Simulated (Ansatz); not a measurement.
H₈N₂OSi₂ (`N[SiH2]O[SiH2]N`). The species carries charge 0 and has multiplicity 1. The geometry is a stationary point of PBE0-D4/def2-TZVP. It is one conformer, not always the lowest.

```xyz
13

N     1.018   -2.361    0.987
Si    0.010   -1.674   -0.203
O    -0.079   -0.043   -0.159
Si   -0.670    1.385   -0.691
N    -0.143    2.744    0.194
H     2.021   -2.314    0.909
H     0.727   -2.411    1.950
H    -1.356   -2.214    0.015
H     0.560   -2.069   -1.523
H    -2.150    1.339   -0.582
H    -0.221    1.574   -2.092
H     0.792    3.102    0.087
H    -0.510    2.943    1.109
```

Problem. What is the dipole moment at B3LYP/def2-TZVPP? (An estimate is asked.)

Solution. The calculation gave: 2.41 D, with components (1.39, 0.61, 1.86) D in this frame, pointing from negative to positive charge.

Problem. And with PBE, r2SCAN, ωB97M-V? (Estimate.)

Solution. Computed: PBE 2.52 D, r2SCAN 2.52 D, ωB97M-V 2.46 D.

Problem. Give the Mulliken charges with B3LYP, ωB97M-V, PBE in def2-TZVPP. (An estimate is asked.)

Solution. Ansatz gave: 
```json
{"atom": "N1", "B3LYP": "-0.40", "ωB97M-V": "-0.36", "PBE": "-0.38"}
{"atom": "Si2", "B3LYP": "0.48", "ωB97M-V": "0.41", "PBE": "0.38"}
{"atom": "O3", "B3LYP": "-0.34", "ωB97M-V": "-0.34", "PBE": "-0.25"}
{"atom": "Si4", "B3LYP": "0.48", "ωB97M-V": "0.41", "PBE": "0.38"}
{"atom": "N5", "B3LYP": "-0.40", "ωB97M-V": "-0.36", "PBE": "-0.38"}
{"atom": "H6", "B3LYP": "0.14", "ωB97M-V": "0.11", "PBE": "0.15"}
{"atom": "H7", "B3LYP": "0.14", "ωB97M-V": "0.11", "PBE": "0.15"}
{"atom": "H8", "B3LYP": "-0.09", "ωB97M-V": "-0.05", "PBE": "-0.08"}
{"atom": "H9", "B3LYP": "-0.09", "ωB97M-V": "-0.05", "PBE": "-0.08"}
{"atom": "H10", "B3LYP": "-0.09", "ωB97M-V": "-0.05", "PBE": "-0.08"}
{"atom": "H11", "B3LYP": "-0.09", "ωB97M-V": "-0.05", "PBE": "-0.08"}
{"atom": "H12", "B3LYP": "0.14", "ωB97M-V": "0.11", "PBE": "0.15"}
{"atom": "H13", "B3LYP": "0.14", "ωB97M-V": "0.11", "PBE": "0.15"}
```

B3LYP here is the variant with VWN-RPA as its local correlation; programs differ in this.
